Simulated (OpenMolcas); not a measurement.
**Cr4+: moving the ligands**

Cr4+ with 6 ligands (oxide) in octahedral coordination (Oh) at 1.93 Å. A charge of +1.33 e stands 3.2 Å behind each ligand. Ligand basis ANO-RCC-VDZP.

- Program: OpenMolcas 26.06
- Method: SS-CASPT2, IPEA 0.25 Eh, imaginary shift 0.1 Eh (closed shells correlated: 3s 3p and the ligand valence shells)
- Basis: ANO-RCC-VTZP [6s5p3d2f1g]
- Scalar Hamiltonian: DKH2, point nucleus
- Active space: 2 electrons in 5 orbitals (3d)
- State averaging: 2S+1 = 3 even, 10 roots; 2S+1 = 1 even, 15 roots
- Spin-orbit coupling: state interaction with AMFI integrals over the reference wave functions

Runs around this geometry, states (labels of O, the rotations of Oh). Energies in cm-1 above the lowest state or level, χT in cm3 K/mol; under a threefold ground state the first gap can be a small split of the lowest multiplet, not the spin-orbit step.

```
R (Å)  Ground state  First state of that spin  First gap with spin-orbit (degeneracies)  χT at 300 K  First state of another spin
 1.85           3T1                 3T2 21780                                  6 (2, 3)        0.741                     1T2 9650
 1.93           3T1                 3T2 20120                                  7 (2, 3)        0.733                     1T2 9960
 1.99           3T1                 3T2 19000                                  8 (2, 3)        0.729                     1T2 9870
```

Taking the first state of the same spin as R^-n, n = -ln(19000 / 21780) / ln(1.99 / 1.85) = 1.9 between the shortest and longest distance.

Roots that are degenerate in the reference are averaged as groups; the widest CASPT2 spread within a group is 910 cm-1 (the 3-fold group of multiplicity 3 near 30000 cm-1 above the lowest state of its run, R = 1.85). Shifts and gaps below about the spread of the groups concerned are not significant. Over all roots computed the reference weight is 0.57 to 0.59 in R = 1.85, 0.57 to 0.59 in R = 1.93, 0.57 to 0.59 in R = 1.99; a low but even weight reflects the number of correlated electrons. An orbital triplet at a regular site is open to Jahn-Teller coupling, which can distort the site and quench the lowest spin-orbit gaps and is left out. The oxide ions are held by bare point charges, a crude embedding. Ligand-to-metal charge-transfer states are missing. With no ligand orbital active B as a rule stays too high, so bands that hang on it stand too high and its fall with covalency is understated. With one d shell and no ligand orbital active, 10Dq can be off by a tenth or more. The least metal-like active orbital is 76 % on the metal (Löwdin) and no ligand orbital is active, so the numbers are rough (holds for R = 1.85). The least metal-like active orbital is 78 % on the metal (Löwdin) and no ligand orbital is active, so the numbers are rough (holds for R = 1.93; R = 1.99). No measured value stands beside these numbers; the geometry was imposed, not optimised, and the real ion may take another.
